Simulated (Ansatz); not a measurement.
`[NH2][AlH][Cl]` + `N[SiH3]` → `[SiH3][NH][AlH][Cl]` + NH₃ at 500 K and 1 bar (ligand exchange at the Al–N bond).

Calculated with Ansatz (gas phase, PBE0-D4/def2-TZVP geometries, no zero-point term in ΔE). CCSD(T)/CBS adds triple-zeta CCSD(T) − MP2 to the extrapolated MP2 energy (def2 sets, frozen cores). This one scheme is used for every species. One conformer a species, not always the lowest.

| species | CCSD(T)/CBS energy (Eh) | H − E (kJ/mol) | S (J/(mol·K)) |
| --- | --- | --- | --- |
| `[NH2][AlH][Cl]` | -758.40905 | 121.8 | 336.7 |
| `N[SiH3]` | -346.80422 | 161.3 | 303.9 |
| `[SiH3][NH][AlH][Cl]` | -1048.70845 | 176.4 | 414.5 |
| NH₃ | -56.50880 | 108.2 | 211.8 |

H − E and S are ideal-gas, rigid-rotor, harmonic terms from PBE0-D4/def2-TZVP, for one conformer and one mirror image of each species. 1 Eh = 2625.50 kJ/mol, R = 8.31446 J/(mol·K).

By hand: ΔE, ΔH, ΔS and ΔG.

ΔE = (-1048.70845) + (-56.50880) − (-758.40905) − (-346.80422) = -0.00398 Eh = -10.4 kJ/mol. Δ(H − E) = 176.4 + 108.2 − 121.8 − 161.3 = 1.5, so ΔH = -8.9 kJ/mol. ΔS = 414.5 + 211.8 − 336.7 − 303.9 = -14.3 J/(mol·K). ΔG = -8.9 − 500 × (-14.3)/1000 = -1.8 kJ/mol.

By hand: the equilibrium constant, and the temperature at which ΔG would vanish if ΔH and ΔS stayed fixed.

log₁₀ K = −ΔG/(RT ln 10) = 0.2. ΔG = 0 at ΔH/ΔS = 622 K, though so small a ΔH makes that figure unsure.

TΔS isn't small against ΔH here. The sign of ΔG lies within the doubt. A doubt of 5 kJ/mol in ΔE shifts log₁₀ K by 0.5 here. Other conformers and mirror images would add mixing entropy, several J/(mol·K) or more a flexible species. Modes under 60 cm⁻¹, often nearly free rotors, make the harmonic entropy too high. These are equilibria of isolated gas molecules and say nothing of rates. Largest T1 diagnostic: 0.010 (customary marks: 0.02 for closed shells, 0.045 for open ones).
